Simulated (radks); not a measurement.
Fractional charge and spin in the 5s shell of lanthanum: the spin-up occupation runs from 0 to 1 and the spin-down occupation from 0 to 1; the fullest corner is La3+, [Kr] 4d10 5p6 5s(up 1, down 1). Calculated with a radial shooting solver on a logarithmic mesh with Libxc functionals: scalar-relativistic Kohn-Sham, PBE, spin-polarised, spherical densities, finite nucleus; Fermi nuclear charge, rms radius of each element as measured or else 0.836 A^(1/3) + 0.57 fm. Energy (eV) minus the two flat planes that join the four corners (they meet along the diagonal where the two added fractions sum to one electron); zero is where a piecewise linear energy would lie.

down \ up,0,0.25,0.5,0.75,1
0,0.000,-1.279,-1.701,-1.273,0.000
0.25,-1.279,-1.636,-1.146,0.187,-1.228
0.5,-1.701,-1.146,0.250,-1.105,-1.633
0.75,-1.273,0.187,-1.105,-1.573,-1.221
1,0.000,-1.228,-1.633,-1.221,0.000

Corners above the fullest one (they belong to La4+ and the next ion): (up 1, down 0) 68.141 eV, (up 0, down 1) 68.141 eV, (up 0, down 0) 150.62 eV. With half an added electron in each spin the energy lies 0.250 eV from the planes, and with half an added electron in spin up alone -1.701 eV. The planes are only a guide here: the flat-plane condition holds for ground states with one frontier orbital, while this shell lies below other occupied shells, so the corners above the fullest one are inner-hole states and not the ground states of those ions.
